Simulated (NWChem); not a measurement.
Molecule: CH$_{4}$F$_{2}$OSi; SMILES CO[SiH](F)F

```xyz
9

Si    -0.0072    -0.4858     0.3451
F      1.4998    -0.6793    -0.2351
F     -0.9368    -1.6606    -0.2651
O     -0.6418     0.9343    -0.1941
C     -0.0379     2.2133    -0.0753
H      0.0460    -0.6130     1.8249
H      0.9683     2.2385    -0.5477
H      0.0643     2.5272     0.9880
H     -0.6839     2.9519    -0.5899
```
Atoms are numbered in this order, from 1.

All runs: NWChem. Pople sets run with spherical d functions. Structure relaxed at the PBE-D3(BJ)/def2-SVP level. Ions are spin-unrestricted doublets at the neutral geometry; other ion states weren't tried.

```tsv
level	vertical ionisation energy, ΔSCF (eV)	−ε(HOMO) (eV)	ΔSCF minus −ε(HOMO) (eV)
B3LYP/6-31G*	___	___	___
Hartree-Fock/6-31G*	10.59	12.97	-2.38
BHandHLYP/6-31G*	11.40	10.37	1.03
```

Problem. Fill in the missing entries.

Solution. 
- B3LYP/6-31G*, vertical ionisation energy, ΔSCF (eV): 11.26
- B3LYP/6-31G*, −ε(HOMO) (eV): 8.47
- B3LYP/6-31G*, ΔSCF minus −ε(HOMO) (eV): 2.79
